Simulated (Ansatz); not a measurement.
Reaction (redistribution): `C[SiH2][SiH](O)Cl` + `[F][Ga]([Cl])[GeH3]` → `O[SiH](Cl)[GeH3]` + `C[SiH2][Ga]([F])[Cl]`

Gas-phase electronic energies from Ansatz, PBE0-D4/def2-TZVP geometries. CBS: MP2 limit from def2 TZ/QZ plus the TZ coupled-cluster correction, frozen cores. DFT in def2-TZVPP. B3LYP here is the variant with VWN-RPA as its local correlation; programs differ in this. For Ga, Ge outer-core shells are correlated without core-valence functions, which leaves a few kJ/mol of doubt a bond. Scalar relativity is left out up to krypton. One conformer a species, not always the lowest.

| level | ΔE (kcal/mol) | difference from CCSD(T)/CBS |
| --- | --- | --- |
| PBE-D4 | 0.5 | -0.1 |
| r2SCAN-D4 | 0.5 | -0.1 |
| PBE0-D4 | 0.9 | 0.3 |
| B3LYP-D4 | 1.0 | 0.4 |
| ωB97X-V | 1.2 | 0.6 |
| ωB97M-V | 0.7 | 0.1 |
| B2PLYP | 1.0 | 0.4 |
| PBE | 0.3 | -0.3 |
| r2SCAN | 0.4 | -0.2 |
| PBE0 | 0.7 | 0.1 |
| B3LYP | 0.7 | 0.1 |
| HF/def2-TZVPP | 1.9 | 1.3 |
| MP2/def2-TZVPP | 1.2 | 0.6 |
| SCS-MP2/def2-TZVPP | 1.2 | 0.6 |
| CCSD/def2-TZVPP | 1.3 | 0.7 |
| CCSD(T)/def2-TZVPP | 1.2 | 0.6 |
| HF/def2-QZVPP | 1.9 | 1.3 |
| MP2/def2-QZVPP | 0.8 | 0.2 |
| SCS-MP2/def2-QZVPP | 1.0 | 0.4 |
| HF/CBS(def2) | 1.9 | 1.3 |
| MP2/CBS(def2) | 0.6 | 0.0 |
| CCSD/CBS(def2) | 0.7 | 0.1 |
| CCSD(T)/CBS | 0.6 | 0 |

Largest T1 diagnostic among the species: 0.013.

In def2-TZVPP, CCSD(T) changes the Hartree–Fock value by −0.7 kcal/mol (the triples alone add −0.1 kcal/mol) and MP2 by −0.7 kcal/mol.
